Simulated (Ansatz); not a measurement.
C$_{3}$H$_{8}$BBr (SMILES CCB(C)Br), singlet, at a GFN2-xTB geometry; CASSCF(6,5)/STO-3G (Ansatz, an electronic-structure program).

Input for Ansatz:
Ansatz 0.2 input:
```yaml
crystal:
  periodic: [false, false, false]
  atoms:
    - {symbol: B, position_ang: [-0.46544813, -0.17253136, 0.69378572]}
    - {symbol: Br, position_ang: [0.55306823, 0.87898338, -0.49033459]}
    - {symbol: C, position_ang: [-1.04392404, 0.51824599, 1.98672977]}
    - {symbol: H, position_ang: [-1.62146910, -0.14950215, 2.62230782]}
    - {symbol: H, position_ang: [-1.68541225, 1.36198069, 1.72601570]}
    - {symbol: H, position_ang: [-0.24333444, 0.94233167, 2.59547566]}
    - {symbol: C, position_ang: [-0.72331099, -1.70237263, 0.38991349]}
    - {symbol: C, position_ang: [-0.13047294, -2.26153398, -0.90600219]}
    - {symbol: H, position_ang: [-1.80466058, -1.88473999, 0.39066396]}
    - {symbol: H, position_ang: [-0.34700337, -2.29417369, 1.23324751]}
    - {symbol: H, position_ang: [0.95240341, -2.15195769, -0.91368855]}
    - {symbol: H, position_ang: [-0.52794361, -1.73354182, -1.77085815]}
    - {symbol: H, position_ang: [-0.36647963, -3.31819473, -1.01422803]}
basis:
  gaussian:
    orbitals: STO-3G
hamiltonian:
  xc: hf
magnetization: {spin_polarized: false}
correlation: {active_space: {window: {electrons: 6, orbitals: 5}}}
```

Output, abridged:

```
Functional definition: HF
565 factors; integrals over basis functions are off by at most 9.8e-5 eV
mean field evaluation 1: about -73087.5140 eV, gradient 1.9e1 eV
mean field evaluation 2: about -73087.7191 eV, gradient 1.9e1 eV
mean field evaluation 4: about -73089.3755 eV, gradient 1.3e0 eV
mean field evaluation 8: about -73089.3826 eV, gradient 2.4e-6 eV
mean field -73089.38258631 eV, -2685.9852682841 hartree, gradient 1.2e-6 eV, S^2 0.000000; 0 other end points of the search recorded, 0 dependent functions left out
reference -73089.38258631 eV, -2685.9852682841 hartree; 33, 33 occupied and 13, 13 virtual orbitals, 565 factors
state -73090.20522803 eV, -2686.0154998095 hartree
1 active orbitals were swapped for others, from the solution at -73090.05518926 eV, -2686.0099859865 hartree to that at -73090.18458720 eV, -2686.0147412731 hartree; typed "places" are swapped only where nearly empty or full, and so, without "given_window_search", are "orbital_numbers", "shells" and a window whose orbitals a file names under [Active]
2 active orbitals were swapped for others, from the solution at -73090.18458720 eV, -2686.0147412731 hartree to that at -73090.20522803 eV, -2686.0154998095 hartree; typed "places" are swapped only where nearly empty or full, and so, without "given_window_search", are "orbital_numbers", "shells" and a window whose orbitals a file names under [Active]
Total energy: -73090.20522803 eV, -2686.0154998095 hartree
```
